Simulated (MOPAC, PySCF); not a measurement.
CH2OS2, SMILES `SC(O)=S` (H–O–C–S torsion 180°, S–C–S–H torsion -180°), neutral singlet in the gas phase. 

Cartesian coordinates (Å):
SMILES: OC(=S)S
```xyz
6

O     -0.9218     0.7803    -0.2059
C     -0.4309    -0.4604    -0.0605
S     -1.3690    -1.7792    -0.1784
S      1.2928    -0.6479     0.2693
H     -0.2393     1.4570    -0.1078
H      1.6681     0.6502     0.2832
```
Charge 0, multiplicity 1.

All levels are single points at this geometry (B3LYP-D3(BJ)/def2-TZVP); Pople sets use spherical d functions. Orbital energies aren't observables, and empty levels follow the basis.

```json
[
 {"level": "ωB97X-D3(BJ)/def2-TZVP in PySCF", "HOMO (eV)": "-9.26", "LUMO (eV)": "0.46", "gap (eV)": "9.72", "dipole (D)": "4.36", "vertical IE, Delta-SCF (eV)": "9.13"},
 {"level": "B3LYP/3-21G in PySCF", "HOMO (eV)": "-6.51", "LUMO (eV)": "-1.58", "gap (eV)": "4.93", "dipole (D)": "4.85", "vertical IE, Delta-SCF (eV)": "–"},
 {"level": "B3LYP/6-31G* in PySCF", "HOMO (eV)": "-6.47", "LUMO (eV)": "-1.61", "gap (eV)": "4.86", "dipole (D)": "4.52", "vertical IE, Delta-SCF (eV)": "9.40"},
 {"level": "M06-2X/6-31G* in PySCF", "HOMO (eV)": "-7.95", "LUMO (eV)": "-0.59", "gap (eV)": "7.36", "dipole (D)": "4.52", "vertical IE, Delta-SCF (eV)": "–"},
 {"level": "HF/3-21G in PySCF", "HOMO (eV)": "-9.70", "LUMO (eV)": "2.02", "gap (eV)": "11.72", "dipole (D)": "5.21", "vertical IE, Delta-SCF (eV)": "–"},
 {"level": "PM6 in MOPAC", "HOMO (eV)": "-9.28", "LUMO (eV)": "-1.15", "gap (eV)": "8.13", "dipole (D)": "3.73", "vertical IE, Delta-SCF (eV)": "–"}
]
```
